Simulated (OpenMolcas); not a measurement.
# Cr3+ in a point-charge field

Cr3+ among 5 point charges of -2.5 e arranged as a trigonal bipyramid (D3h), 2.01 Å from the ion, with the axial distance 1.829 Å.

- Program: OpenMolcas 26.06
- Method: CASSCF
- Basis: ANO-RCC-VDZP [5s4p2d1f]
- Scalar Hamiltonian: DKH2, point nucleus
- Active space: 3 electrons in 5 orbitals (3d)
- State averaging: 2S+1 = 4 even, 10 roots; 2S+1 = 2 even, 40 roots
- Spin-orbit coupling: RASSI with atomic mean-field integrals over the reference wave functions

The lowest spin-free states (labels of D3, the rotations of D3h), above the lowest:

```
State  Degeneracy  E (cm-1)  Free-ion L (%)
   4E           2       0.0         F (100)
   4E           2      1038          F (88)
  4A2           1      5146          F (98)
  4A1           1      8436         F (100)
  4A2           1      8452         F (100)
   2E           2     18094          G (80)
   2E           2     18213          G (90)
   2E           2     18457         H (100)
  2A2           1     18779          G (76)
  2A1           1     18941          G (75)
   2E           2     19384          G (72)
   4E           2     20132          P (88)
  2A1           1     20805          G (88)
   2E           2     21995          D (49)
  2A2           1     23451          P (82)
   2E           2     25404          D (49)
   2E           2     25554          H (92)
  2A1           1     27416          D (89)
  4A2           1     28337          P (98)
   2E           2     29491          P (39)
```

The lowest levels with spin-orbit coupling:

| E (cm-1) | Degeneracy | Label | 2S+1 | g |
| --- | --- | --- | --- | --- |
| 0.0 | 2 | E1/2 | 4 | 0.03 0.03 1.99 |
| 162.6 | 2 | E3/2 | 4 | 0.00 0.00 2.05 |
| 363.4 | 2 | E1/2 | 4 | 0.00 0.00 6.03 |
| 607.3 | 2 | E1/2 | 4 | 0.00 0.00 9.95 |
| 1206 | 2 | E1/2 | 4 | 1.26 1.26 3.90 |
| 1348 | 2 | E1/2 | 4 | 0.03 1.73 1.73 |
| 1464 | 2 | E3/2 | 4 | 0.00 0.00 3.89 |
| 1569 | 2 | E1/2 | 4 | 0.00 0.00 7.90 |
| 5497 | 2 | E3/2 | 4 | 0.00 0.00 6.00 |
| 5518 | 2 | E1/2 | 4 | 2.00 4.49 4.49 |
| 8351 | 2 | E3/2 | 4 | 0.00 0.00 0.06 |
| 8643 | 2 | E1/2 | 4 | 0.24 0.24 3.93 |
| 8922 | 2 | E1/2 | 4 | 0.24 0.24 7.93 |
| 9189 | 2 | E3/2 | 4 | 0.00 0.00 11.94 |
| 18255 | 2 | E1/2 | 2 | 0.66 0.66 0.96 |
| 18296 | 2 | E3/2 | 2 | 0.00 0.00 8.48 |
| 18347 | 2 | E1/2 | 2 | 0.53 0.53 1.09 |
| 18509 | 2 | E3/2 | 2 | 0.00 0.00 1.72 |
| 18938 | 2 | E1/2 | 2 | 0.00 0.00 11.83 |
| 19089 | 2 | E1/2 | 2 | 1.77 1.77 6.77 |

Powder χT (cm3 K/mol): 0.133 at 2 K, 0.171 at 10 K, 0.361 at 50 K, 0.571 at 100 K, 0.911 at 200 K, 1.19 at 300 K. The effective moment at 300 K is 2.828 √(χT) = 3.09 μB.

The lowest level has 2S+1 = 4, for which the spin-only value is χT = S(S+1) / 2 = 1.875 cm3 K/mol (g = 2). The computed 1.193 at 300 K differs by -0.682, through orbital momentum, spin-orbit coupling and any other state in reach.

An orbital doublet at a regular site is open to a Jahn-Teller distortion, which this geometry leaves out. Without dynamic correlation the repulsion within the d shell is too large (B by tens of per cent), so at a given field states of lower spin stand too high. This is an electrostatic model: the charges have no orbitals. No measured value stands beside these numbers.
